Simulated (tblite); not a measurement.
C4H12O2SSi2.
Atom-mapped SMILES: `[CH3:1][Si@@H:2](/[CH:3]=[CH:4]/[S@@:5]([CH3:6])=[O:7])[O:8][SiH3:9]` (hydrogens: H10, H11, H12 on C1; H13 on Si2; H14 on C3; H15 on C4; H16, H17, H18 on C6; H19, H20, H21 on Si9)

Computed geometry: GFN2-xTB, gas phase.

(1) Give the optimised bond lengths and angles.

Answers

(1) 
```json
{"bond": "C1–Si2", "length (Å)": "1.896"}
{"bond": "Si2–C3", "length (Å)": "1.886"}
{"bond": "C3=C4", "length (Å)": "1.318"}
{"bond": "C4–S5", "length (Å)": "1.821"}
{"bond": "S5–C6", "length (Å)": "1.857"}
{"bond": "S5=O7", "length (Å)": "1.464"}
{"bond": "Si2–O8", "length (Å)": "1.625"}
{"bond": "O8–Si9", "length (Å)": "1.618"}
{"bond": "C1–H10, C1–H11, C1–H12", "length (Å)": "1.086"}
{"bond": "Si2–H13", "length (Å)": "1.465"}
{"bond": "C3–H14", "length (Å)": "1.085"}
{"bond": "C4–H15", "length (Å)": "1.078"}
{"bond": "C6–H16, C6–H17, C6–H18", "length (Å)": "1.084"}
{"bond": "Si9–H19, Si9–H20, Si9–H21", "length (Å)": "1.463"}
```

Bonds in one row agree within 0.01 Å and their mean is given. A selection of angles:
```json
{"angle": "C1–Si2–C3", "degrees": "110.3"}
{"angle": "C1–Si2–O8", "degrees": "109.0"}
{"angle": "C3–Si2–O8", "degrees": "108.7"}
{"angle": "Si2–C3–C4", "degrees": "125.3"}
{"angle": "C3–C4–S5", "degrees": "120.8"}
{"angle": "C4–S5–C6", "degrees": "92.9"}
{"angle": "C4–S5–O7", "degrees": "105.6"}
{"angle": "C6–S5–O7", "degrees": "106.3"}
{"angle": "Si2–O8–Si9", "degrees": "163.0"}
```

Torsions: C1–Si2–C3–C4 115° (anticlinal); Si2–C3–C4–S5 180° (antiperiplanar); C3–C4–S5–C6 -111° (anticlinal); C1–Si2–O8–Si9 -113° (anticlinal).

S5 (sulfinyl sulfur) is pyramidal (angles 106.3°, 105.6° and 92.9°, sum 304.8°, 0.74 Å off the plane of its three neighbours). Si2 (oxygen-bound silicon) is distorted tetrahedral (angles from 104.6° to 113.5°). Si9 (oxygen-bound silicon) is distorted tetrahedral (angles from 105.2° to 112.7°). The 2 C–S bonds span 1.821 Å (C4–S5, drawn single) to 1.857 Å (S5–C6, drawn single), a spread of 0.036 Å. Of the pairs four or more bonds apart, O7···H14 is among the closest relative to their van der Waals radii: 2.38 Å, 87 % of the sum of Bondi's values.

Point group: C1 (no symmetry element, even within 0.4 Å). Its GFN2-xTB frequencies are all real (lowest 18 cm⁻¹). One conformer, not necessarily the lowest. 3 starts were optimised and ended at 0.00, 0.37 and 2.20 kcal/mol (GFN2-xTB); the lowest of these is shown.
